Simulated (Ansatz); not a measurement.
## CGaOP: where a starting geometry ends

The starting geometry of this gas-phase singlet was optimised with GFN2-xTB.

```yaml
atoms:
  - { symbol: C, position_ang: [-1.2110, -0.4269, -0.3193] }
  - { symbol: Ga, position_ang: [-2.3253, -0.1746, 1.4772] }
  - { symbol: O, position_ang: [-0.4252, -0.2054, -1.3561] }
  - { symbol: P, position_ang: [-0.6586, 1.1931, -0.2050] }
```

Predict what becomes of its bonds when it is optimised with PBE0-D3(BJ)/pcseg-1.

2 bonds break, leaving `O=C=[P][Ga]`. Distances that change by over a tenth: C1–O3 (1.32 → 1.17 Å). Contacts that open: C1–Ga2 (2.13 → 2.77 Å), O3–P4 (1.83 → 2.82 Å).

The energy falls by 3.10 eV over 18 steps:

| step | E − E(last) (eV) |
| --- | --- |
| 1 | 3.104 |
| 3 | 2.800 |
| 5 | 2.504 |
| 7 | 1.943 |
| 9 | 0.699 |
| 10 | 0.519 |
| 12 | 0.025 |
| 14 | 0.007 |
| 16 | 0.000 |
| 18 | 0.000 |

Final geometry (Å):

```xyz
4

C    -0.7401    0.0617   -0.7358
Ga   -2.3474   -0.1827    1.5053
O    -0.6305   -0.8675   -1.4330
P    -0.9021    1.3747    0.2603
```

Frequencies at the end are all real (lowest 71 cm⁻¹). Run with Ansatz 0.2.0, 41 s on 1 thread of Arm Neoverse V1, with other jobs on the host.
